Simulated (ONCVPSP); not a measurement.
**Potentials for osmium (Os) compared**

Generated with ld1.x 7.5 (TM, RRKJ, ultrasoft, PAW), atompaw 4.2 or ONCVPSP 4.0.1. The cutoff is in Ry: for ld1.x and atompaw files where the sum of valence levels is converged to 10 mRy in a Bessel basis, for ONCV files where the hardest occupied wave has 1 mHa per electron of residual kinetic energy. The error is the largest all-electron minus pseudo excitation energy over each file’s own four to seven test configurations (ionisations up to +4, promotions, holes and added fractions of an electron), all of which were solved. The labels leave out finer settings (local radius, basis sizes, second energies), which also bear on the numbers. Spin-polarised tests are not counted. The rows are a selection from randomly drawn settings: files with unsolved tests, undetermined cutoffs or missed reference levels are left out.

A true bound ghost makes a file unfit for plane-wave use even where its test errors are small: the radial tests pick states by their node count and pass the ghost by.

```tsv
potential	cutoff (Ry)	largest error (meV)	bound ghosts
ONCV, LDA (Perdew-Wang 92), scalar-relativistic, rc 2.60/2.65/2.25 (spd), local smoothed, core correction no, reference 5d7 6s1, qcut 2.4/2.9/6.2, projectors 2/2/2	28	+16	none
ONCV, PBEsol, scalar-relativistic, rc 1.45/1.65/2.05 (spd), local smoothed, core correction yes, reference 5s2 5p6 5d6 6s1, qcut 6.8/9.8/9, projectors 2/3/2	55	-17	none
ONCV, Wu-Cohen, fully relativistic, rc 1.65/1.45/2.45 (spd), local smoothed, core correction yes, reference 5s2 5p6 5d6.5 6s1.5, qcut 6.2/9/7.4, projectors 2/2/2	67	-48	none
ONCV, PBE, scalar-relativistic, rc 2.10/1.25/2.50/2.75 (spdf), local smoothed, core correction yes, reference 5p6 5d6 6s1.5, qcut 2.6/6.9/7.5/3.8, projectors 3/2/1/2	151	-211	none
ONCV, PBE, scalar-relativistic, rc 1.45/1.10/2.05/0.80 (spdf), local smoothed, core correction yes, reference 4f14 5s2 5p6 5d6 6s1.5, qcut 8.9/7.1/6.7/24.3, projectors 2/2/3/2	466	-113	s, p
```

Task: Fill in the row for Os: ONCV, PBE, scalar-relativistic, rc 1.35/2.30/2.40/2.40 (spdf), local smoothed, core correction no, reference 5s2 5p6 5d6 6s1.5 6p0.5, qcut 7.8/6.9/5.7/4.9, projectors 2/2/2/2.

Result: cutoff 50 Ry, largest error +12 meV, bound ghosts: none.

Task: Fill in the row for Os: ONCV, LDA (Perdew-Zunger), scalar-relativistic, rc 1.55/1.45/2.50 (spd), local smoothed, core correction yes, reference 5s2 5p6 5d6 6s2, qcut 9.7/9.1/7.3, projectors 2/2/1.

Result: cutoff 61 Ry, largest error -19 meV, bound ghosts: none.
